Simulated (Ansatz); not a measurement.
Reaction (atomization): `C1O[AsH][SiH2]1` → As• + C• + 5 H• + O• + Si•

Program: Ansatz. Geometries: PBE0-D4/def2-TZVP. ΔE: electronic, gas phase. CBS: MP2 limit from def2 TZ/QZ plus the TZ coupled-cluster correction, frozen cores. This one scheme is used for every species, atoms too. Functionals use def2-TZVPP. No spin–orbit coupling; open shells (•) take unrestricted orbitals. Spin–orbit coupling would lower the free atoms: a little for C, O, Si. For As outer-core shells are correlated without core-valence functions, so the limit isn't a true one: a few kJ/mol of doubt a bond, and 10 to 20 or more in all where bonds break to atoms. Scalar relativity is left out up to krypton.

```csv
level,ΔE (eV),difference from CCSD(T)/CBS
PBE0-D4,29.99,-0.10
ωB97X-V,30.45,0.36
ωB97M-V,30.15,0.06
PBE,30.49,0.40
SCS-MP2/def2-TZVPP,29.45,-0.64
MP2/def2-QZVPP,29.97,-0.12
SCS-MP2/def2-QZVPP,30.08,-0.01
HF/CBS(def2),20.38,-9.71
MP2/CBS(def2),30.34,0.25
CCSD/CBS(def2),29.52,-0.57
CCSD(T)/CBS,30.09,0
```

Largest T1 diagnostic among the species: 0.013.

From PBE to PBE0 (25 % exact exchange), in def2-TZVPP and without D4, ΔE moves by −0.68 eV: exact exchange takes away binding that semilocal exchange gives to molecules. The D4 term adds +0.37 eV with B3LYP and +0.19 eV with PBE0; it sums over pairs of atoms, weighted by their polarisabilities, and B3LYP, whose exchange is more repulsive, gets the larger term. In def2-TZVPP, CCSD(T) changes the Hartree–Fock value by +8.84 eV (the triples alone add +0.57 eV) and MP2 by +9.10 eV; breaking electron pairs costs correlation energy, which Hartree–Fock lacks.

B3LYP here is the variant with VWN-RPA as its local correlation; programs differ in this.

For atomizations the MP2-based limit and the directly extrapolated one differ by several kJ/mol either way, and by 10 to 25 for some Ge, Se and Sn compounds, so smaller differences from it don't rank the levels.
